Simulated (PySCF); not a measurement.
**Working out the excitation energy of Ge²⁺**

Ge²⁺ [Ar] 3d10 4s2 (1S) → Ge²⁺ [Ar] 3d9 4s2 4p1 (high-spin determinant). Calculation: PySCF 2.14, in x2c-TZVPPall (6s5p4d1f, 48 functions); the spin-free X2C one-electron Hamiltonian (Gaussian nucleus). Frozen: [Ne]. Energies in hartree (1 hartree = 27.21139 eV):

```tsv
part	Ge²⁺ (lower)	Ge²⁺ (upper)
UHF	-2096.217191	-2095.076383
MP2 opposite-spin	-0.205114	-0.168181
MP2 same-spin	-0.092723	-0.072023
```

Q: What does Hartree-Fock give?

A: (-2095.076383) − (-2096.217191) = 1.140808 hartree = 31.043 eV.

Q: What do MP2 and SCS-MP2 (6/5 opposite-spin, 1/3 same-spin) give?

A: The opposite-spin parts differ by 1.005 eV and the same-spin parts by 0.563 eV. MP2: 31.043 + (1.005) + (0.563) = 32.611 eV. SCS-MP2: 31.043 + 1.2 × (1.005) + (0.563)/3 = 32.437 eV.

One determinant mixes LS terms, so it does not stand for a single term.
